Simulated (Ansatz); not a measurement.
Calculated with Ansatz (gas phase, PBE0-D4/def2-TZVP geometries, no zero-point term in ΔE). CCSD(T)/CBS adds triple-zeta CCSD(T) − MP2 to the extrapolated MP2 energy (def2 sets, frozen cores). For Ge outer-core shells are correlated without core-valence functions, which leaves a few kJ/mol of doubt a bond. Scalar relativity is left out up to krypton. Each species was taken in one conformer, which may not be the lowest.

Reaction (ligand exchange at the Si–N bond): `CO[SiH2][NH][GeH3]` + `F[SiH](F)S` → `CO[SiH2]S[SiH](F)F` + `[NH2][GeH3]`

```
             species  CCSD(T)/CBS(def2) energy (Eh)
`CO[SiH2][NH][GeH3]`                    -2538.59663
        `F[SiH](F)S`                     -887.80771
`CO[SiH2]S[SiH](F)F`                    -1292.58415
       `[NH2][GeH3]`                    -2133.81884
```

(1) Work out ΔE.

Largest T1 diagnostic among the species: 0.012.

## Answers

(1) ΔE = (-1292.58415) + (-2133.81884) − (-2538.59663) − (-887.80771) = 0.00135 Eh = +3.5 kJ/mol.

In def2-TZVPP, CCSD(T) changes the Hartree–Fock value by −9.2 kJ/mol (the triples alone add −2.6 kJ/mol) and MP2 by −12.5 kJ/mol. The D4 term adds −6.7 kJ/mol with B3LYP and −3.7 kJ/mol with PBE0; it sums over pairs of atoms, weighted by their polarisabilities, and B3LYP, whose exchange is more repulsive, gets the larger term.

B3LYP here is the variant with VWN-RPA as its local correlation; programs differ in this.
